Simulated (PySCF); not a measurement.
## Static response to an electric field

Compound: CH3FO2Si.
Atom-mapped SMILES: `[O:1]=[CH:2][O:3][SiH2:4][F:5]` (hydrogens: H6 on C2; H7, H8 on Si4)

Cartesian coordinates in Å at the PBE0-D3(BJ)/def2-SVP level; atoms count from 1:
```
atom  x, y, z in Å
O1     1.443   -1.042   -0.530
C2     1.490    0.085   -0.117
O3     0.413    0.779    0.232
Si4   -1.082   -0.040    0.083
F5    -2.138    1.059    0.610
H6     2.422    0.670    0.016
H7    -1.123   -1.204    0.993
H8    -1.370   -0.326   -1.339
```

Level: CAM-B3LYP/def2-SVPD (PySCF), static field, nuclei fixed, core orbitals frozen in the response. The polarisability tensor in these axes (au):

```
x   49.26 -0.74 -1.44
y   -0.74 42.33  2.17
z   -1.44  2.17 37.55
```

Task: What are the eigenvalues, a third of the trace, and Δα (Δα² = ½Σ(αi − αj)² over the three pairs)?

Result: Principal values 36.62, 42.94 and 49.58 au; mean 43.04 au = 6.38 Å³ = 7.10 × 10⁻⁴⁰ C²·m²/J; Δα = 11.23 au (26 % of the mean).

Task: What is the dipole moment, and where does it point?

Result: (0.47, 0.27, 0.05) D, 0.54 D in size, pointing from the negative to the positive side. Measured along this direction, the outermost atoms are H7 and H8 at the negative end and H6 at the positive end.

Task: Estimate the molar refractivity from the static electronic polarisability.

Result: Lorentz–Lorenz: R = (4π/3)N_A α = 2.5225 cm³/(mol·Å³) × 6.38 Å³ = 16.1 cm³/mol, in the limit of long wavelengths.

Task: Find the Langevin capture rate constant for H3+ (3.023 u) meeting this molecule (93.989 u), k = 2.342 × 10⁻⁹ cm³/s × √(α in Å³ / reduced mass in u).

Result: The reduced mass is 2.93 u, so k = 3.46 × 10⁻⁹ cm³/s. The formula leaves out the permanent dipole, which adds to the capture rate.

Task: Form Σ f/ω² (atomic units) for the 10 lowest TDDFT singlets, given as eV and f, and set it beside the mean polarisability, which is this sum over all singlets: 5.81, 0.0010; 8.08, 0.0315; 8.33, 0.0002; 8.54, 0.0180; 8.63, 0.0038; 8.68, 0.1171; 8.73, 0.0254; 8.99, 0.1166; 9.36, 0.0212; 9.45, 0.0508.

Result: They add up to 3.67 au, 8.5 % of the 43.04 au; the largest single term is 1.15 au, from the state at 8.68 eV. Terms in order: 0.02, 0.36, 0.00, 0.18, 0.04, 1.15, 0.25, 1.07, 0.18, 0.42 au. Higher excitations give the rest. The strengths listed sum to 0.386.

Geometry: PBE0-D3(BJ)/def2-SVP, one conformer, isolated molecule.
